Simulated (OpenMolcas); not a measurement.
As III: terms and fine structure

```json
{
 "Program": "OpenMolcas 26.06",
 "Method": "MS-RASPT2, IPEA 0.25 Eh, imaginary shift 0.1 Eh (closed shells correlated: 3d)",
 "Basis": "ANO-RCC-VQZP [7s6p4d2f1g]",
 "Scalar Hamiltonian": "DKH2, point nucleus",
 "Active space": "3 electrons in 9 orbitals (RAS2 4s 4p; RAS3 4d, at most 2 electrons)",
 "State averaging": "2S+1 = 4 odd, 1 root; 2S+1 = 2 odd, 11 roots; 2S+1 = 4 even, 3 roots; 2S+1 = 2 even, 9 roots",
 "Spin-orbit coupling": "state interaction with AMFI integrals over the reference wave functions, term energies averaged over their components"
}
```

Spin-free terms above the lowest, with the occupations of the reference:

```csv
Configuration,Term,E (cm-1),Occupations
4s2 4p,2P*,0.0,4s 1.93 4p 1.05 4d 0.02
4s 4p2,4P,62630,4s 1.00 4p 1.99 4d 0.01
4s 4p2,2D,81770,4s 1.14 4p 1.68 4d 0.18
4s 4p2,2S,105520,4s 1.00 4p 1.95 4d 0.05
4s 4p2,2P,114070,4s 0.95 4p 2.00 4d 0.05
```

With spin-orbit coupling, above the lowest level:

```csv
Configuration,Term,J,E (cm-1),Measured (cm-1),g,Term weight %,Second
4s2 4p,2P*,1/2,0.0,0.0,0.666,100,
4s2 4p,2P*,3/2,2580,2940,1.334,100,
4s 4p2,4P,1/2,62750,,2.669,100,
4s 4p2,4P,3/2,63730,,1.734,100,
4s 4p2,4P,5/2,65190,,1.600,100,
4s 4p2,2D,3/2,83420,85309,0.801,100,
4s 4p2,2D,5/2,83600,85630,1.202,100,
4s 4p2,2S,1/2,107100,107806,1.965,97,3 2P
4s 4p2,2P,1/2,114920,113938,0.705,97,3 2S
4s 4p2,2P,3/2,116390,115425,1.334,100,
```

Against the 6 measured excited levels shown (Moore, Atomic Energy Levels, vol. II, NSRDS-NBS 35 (1971 reprint of NBS Circular 467, 1952)) the mean absolute deviation is 1200 cm-1; the largest miss in energy is 4s 4p2 2D 5/2: computed 83600, measured 85630 cm-1 (-2.4 %), and the largest in proportion 4s2 4p 2P* 3/2 (-12.1 %).

Spin-orbit coupling puts the lowest level 1723 cm-1 below the lowest spin-free term.

CASPT2 breaks the degeneracy within a term, and the mean is taken; among the terms shown or strongly mixed into the levels shown the widest spread is 22 cm-1 (4s 4p2 2D). Active for correlation alone: 4d; no level in the range computed is led by a configuration that fills it, so any true level of that kind is missing. Some terms mix strongly with configurations of 4d, whose occupation reaches 0.18 (4s 4p2 2D). Measured partners are found by configuration, term and J. A level has none where our copy of the source lacks it or the pairing is in doubt (some pairs that miss far off the trend of their configuration count as doubtful), and it then counts in no deviation. Only configurations of the active space appear. The first state left out of the spin-orbit step lies near 150000 cm-1 above the lowest spin-free state of the reference (among the parities and spins computed), and the list stops at four fifths of that energy or lower.

The term weight is that of the spin-free term in the level, not the purity of its configuration. * marks odd parity.
